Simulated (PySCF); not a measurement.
## Kr³⁺: interval between two levels

Kr³⁺ [Ar] 3d10 4s2 4p3 [4S3/2, M_J = 3/2] → Kr³⁺ [Ar] 3d10 4s1 4p4 [4P5/2, M_J = 5/2], as a difference of total energies. All numbers are calculated (PySCF 2.14, the two-component X2C-1e Hamiltonian, in x2c-TZVPall-2c (6s7p4d1f, 54 functions)). Correlated levels: [Ne] frozen. "Screened" scales the spin-orbit matrix elements by Boettger's factors to mimic the two-electron term; Breit and QED terms are absent.

```json
{"method": "GHF (spin-free)", "interval between two levels (cm⁻¹)": "124680"}
{"method": "GMP2 (spin-free)", "interval between two levels (cm⁻¹)": "124140"}
{"method": "GHF (screened spin-orbit)", "interval between two levels (cm⁻¹)": "122760"}
{"method": "GMP2 (screened spin-orbit)", "interval between two levels (cm⁻¹)": "122220"}
```

The labels give the starting determinants; with spin-orbit coupling the two ends relaxed to ⟨J²⟩ = 3.75, ⟨L²⟩ = 0.03, ⟨S²⟩ = 3.71 and ⟨J²⟩ = 8.76, ⟨L²⟩ = 2.03, ⟨S²⟩ = 3.74.
